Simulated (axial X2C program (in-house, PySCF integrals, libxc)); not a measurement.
GaGe along the bond: HF, spin-free

Computed with an in-house relativistic program for diatomic molecules. Spin-free means the one-electron spin-free X2C Hamiltonian. Basis: Ge dyall-cv3z [9s9p7d4f1g], Ga dyall-cv3z [9s9p7d4f1g] (cores contracted in-house); Gaussian nuclei, density fitting, unrestricted open shells. Masses: Ge 73.921 u, Ga 68.926 u.

State: M_S = 3/2, Λ = 0 (beyond evenly filled blocks: σα, π+α, π-α). Dipoles are positive if Ga is the positive end.

Results along the bond:

```
R (Å)  μ (D)  HOMO (eV)  LUMO (eV)   ⟨S²⟩
2.154  1.024      -7.88       0.21  3.765
2.253  1.189      -7.89       0.26  3.767
2.327  1.370      -7.87       0.29  3.767
2.402  1.594      -7.73       0.31  3.768
2.476  1.850      -7.60       0.33  3.768
2.563  2.180      -7.46       0.33  3.769
2.649  2.528      -7.33       0.33  3.769
2.761  2.987      -7.17       0.31  3.769
2.897  3.530      -7.02       0.27  3.770
3.095  4.188      -6.85       0.13  3.770
```

One determinant describes the state; a PBE0 search over occupations chose it and may have missed a lower one. PBE0 can misorder states that lie within some tenths of an eV, so this need not be the ground state of the molecule. The nearest other spin-free determinant of the search, M_S = 1/2, Λ = 0, lies 0.37 eV up at the distance of the search.
